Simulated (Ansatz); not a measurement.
Basis sets compared for CoF₃. Total charge 0; quintet. Geometry PBE0-D4/def2-TZVP. Ansatz on 2 threads of Intel Xeon 6975P-C on a shared host; times are rough, and most runs start from earlier orbitals.

```xyz
4

Co    0.000    0.000    0.000
F    -0.619   -0.757   -1.414
F     1.232   -0.770    0.917
F    -0.613    1.527    0.497
```

Binding counts from free atoms (Co quartet, F doublet) in the same basis, without a counterpoise term.

```
                            level  functions  energy (Eh)  HOMO (eV)  LUMO (eV)  binding per atom (eV)  wall time
                        HF/STO-3G         33   -1660.5782     -10.13       5.33                      –     0.15 s
                     HF/def2-TZVP        138   -1679.9075     -16.70       1.24                   1.88      2.9 s
                  PBE-D4/def2-SVP         73   -1681.4174      -7.61      -6.42                   3.64      0.9 s
                 PBE-D4/def2-TZVP        138   -1682.0006      -8.13      -6.90                   3.46      1.4 s
                PBE-D4/def2-TZVPD        168   -1682.0066      -8.16      -6.94                   3.48      1.9 s
r2SCAN-D4/def2-TZVP (with forces)        138   -1682.3820      -8.90      -6.61                   3.37      3.2 s
             r2SCAN-D4/def2-TZVPD        168   -1682.3879      -8.89      -6.59                   3.39      3.7 s
                 PBE0-D4/def2-SVP         73   -1681.3986     -10.80      -5.23                   3.13      1.6 s
  PBE0-D4/def2-TZVP (with forces)        138   -1681.9774     -11.19      -5.45                   3.12      5.5 s
               PBE0-D4/def2-TZVPD        168   -1681.9839     -11.21      -5.43                   3.14        7 s
```

Estimate the rows for PBE0-D4/def2-QZVPP.


```json
{"level": "PBE0-D4/def2-QZVPP", "functions": "271", "energy (Eh)": "-1682.0369", "HOMO (eV)": "-11.14", "LUMO (eV)": "-5.32", "binding per atom (eV)": "3.21", "wall time": "14 s"}
```
